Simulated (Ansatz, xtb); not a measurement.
Molecule: PbCl2, charge 0, multiplicity 1. SMILES: [Cl][Pb][Cl]
Coordinates optimised at B3LYP-D3(BJ)/def2-TZVP (Ansatz, a quantum-chemistry and plane-wave program):
```
Pb
Cl 1 2.4827
Cl 1 2.4827 2 99.63
```
Charge 0, spin multiplicity 1.

Harmonic wavenumbers from GFN2-xTB (xtb, at its own minimum), cm⁻¹: 76, 250, 270.

**Question.** Give the harmonic wavenumbers at B3LYP-D3(BJ)/def2-TZVP (Ansatz, finite differences of forces, unscaled).

**Answer.** 96, 296, 314 cm⁻¹. Zero-point energy 1.0 kcal/mol.

**Question.** From these and the geometry, give the ideal-gas thermochemistry at 298.15 K and 1 atm (rigid rotor, harmonic oscillator).

**Answer.** Point group C2v, rotational symmetry number 2. Rotational constants 3.728, 1.982, 1.294 GHz. S(trans) 42.77, S(rot) 26.53, S(vib) 6.32, S(elec, spin only) 0.00, S 75.6 cal/(mol K). H(298) - H(0) 3.36 kcal/mol; G - E(el) -18.2 kcal/mol.
